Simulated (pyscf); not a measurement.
PySCF, gas phase, ωB97X-D3(BJ)/def2-SVP geometries. MP2 and CC: frozen core, UHF for open shells. ΔMP2 is the change of the MP2 total energy from the triple- to the quadruple-zeta basis.

SMILES: BrB(Br)Br
```xyz
4

Br     1.4221     1.8683    -0.8526
B      0.3007     0.4771    -0.2249
Br     0.4034    -0.0794     1.5825
Br    -0.9206    -0.3604    -1.4056
```
Charge 0, spin multiplicity 1.

Problem. How much does it cost (ΔH, 298 K, CCSD(T)/def2-TZVPP + ΔMP2(QZVPP)) to split Br–B(Br)–Br at its B–Br bond into Br• + [Br–B–Br]•?

Solution. B–Br to Br• + [Br–B–Br]•: 102.8 kcal/mol. The radicals are drawn with the spin at the cut bond; how far it spreads was not checked. The CCSD(T) − MP2 part came from Ansatz, without density fitting, on the same reference. The frozen core leaves the outer d or s,p core shells of the metals and heavy elements correlated in the MP2 and CC values, and def2-TZVPP describes them poorly, which can shift differences by a few kcal/mol. Left out: the spin-orbit lowering of Br, which is large for Br, Se, Te and I. Elements up to Kr have no core potential and no relativistic terms here.
